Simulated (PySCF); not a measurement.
A side-by-side comparison of computed properties.

First species: C5H3F3S.
Bonds: F1–C2, C2–C3 (aromatic), C3–S4 (aromatic), S4–C5 (aromatic), C5–C6 (aromatic), C6–C7, C7–F8, C7–F9, C2–C6 (aromatic). Hydrogens: H10 on C3; H11 on C5; H12 on C7.

Second species: C3H9N3Si2.
SMILES with atom numbers: `[N:1]#[C:2][Si@@H:3]1[NH:4][CH2:5][CH2:6][N:7]1[SiH3:8]` (hydrogens: H9 on Si3; H10 on N4; H11, H12 on C5; H13, H14 on C6; H15, H16, H17 on Si8)

Levels: PBE0/def2-SVPD for HOMO energy, LUMO energy, HOMO–LUMO gap and static isotropic polarisability; TDDFT PBE0/def2-SVPD for lowest singlet excitation; TDA PBE0/def2-SVPD for lowest triplet excitation (Tamm–Dancoff). Geometries: GFN2-xTB. Each species is one conformer at its optimised geometry, gas phase, non-relativistic unless stated. Electronic properties by PySCF.

Dipoles, sizes and rotational constants follow the conformer. The torsions of the flexible species, by atom-mapped SMILES:
- `[F:1][c:2]1[cH:3][s:4][cH:5][c:6]1[CH:7]([F:8])[F:9]`: C5–C6–C7–F8 59°

The conformers of `N#C[Si@@H]1NCCN1[SiH3]` aren't listed.

(1) Which has the higher HOMO–LUMO gap?

(2) Which of the two has the higher static isotropic polarisability, and by how much?

(3) Which of the two has the higher T1 energy, and by how much?

(4) Which has the higher LUMO energy?

(5) Which has the higher S1 energy?

(6) Which of the two has the higher HOMO energy, and by how much?

Results:

(1) The second: 6.32 eV against 6.26 eV, a difference of 0.06 eV.

(2) The second: 99.7 au against 75.3 au, a difference of 24.4 au.

(3) The second: 4.89 eV against 3.71 eV, a difference of 1.18 eV.

(4) The second: -0.82 eV against -1.25 eV, a difference of 0.43 eV.

(5) The first: 5.51 eV against 5.12 eV, a difference of 0.39 eV.

(6) The second: -7.14 eV against -7.51 eV, a difference of 0.37 eV.

On the first: The polarisability is 11.15 Å³ as a volume (1 au = 0.148185 Å³), or 0.99 au for each of the 76 electrons. No computed singlet falls in the visible range (750 to 380 nm, 1.65 to 3.26 eV); S1 lies 2.25 eV above its blue end.

On the second: The principal polarisabilities are 86.2, 101.7 and 111.2 au; their mean is the isotropic value. The vertical singlet–triplet gap S1 − T1 is 0.23 eV (TDDFT singlet less Tamm–Dancoff triplet; S1: HOMO→LUMO, weight 0.99; T1: HOMO→LUMO, weight 0.96).
